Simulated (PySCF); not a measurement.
**Correlation energy of Ca (calcium, neutral)**

[Ar] 4s1 4p1, high-spin 3P determinant (an excited configuration). Calculation: PySCF 2.14, in aug-cc-pwCVTZ-X2C (9s8p6d3f, 84 functions); the spin-free X2C one-electron Hamiltonian (Gaussian nucleus). Frozen: [Ne]; 10 electrons correlated.

MP2 pair energies summed by pair of shells (mhartree):

```json
{"pair": "3p-3p", "energy": "-161.74", "share (%)": "71.9"}
{"pair": "3s-3p", "energy": "-34.16", "share (%)": "15.2"}
{"pair": "3p-4s", "energy": "-12.08", "share (%)": "5.4"}
{"pair": "3s-3s", "energy": "-8.22", "share (%)": "3.7"}
{"pair": "3p-4p", "energy": "-5.53", "share (%)": "2.5"}
{"pair": "4s-4p", "energy": "-1.78", "share (%)": "0.8"}
{"pair": "3s-4s", "energy": "-0.88", "share (%)": "0.4"}
{"pair": "3s-4p", "energy": "-0.40", "share (%)": "0.2"}
```

Total MP2 correlation energy: -224.80 mhartree.

Same-spin part -63.50 and opposite-spin part -161.30 mhartree; SCS-MP2 scales them by 1/3 and 6/5 to -214.73 mhartree.
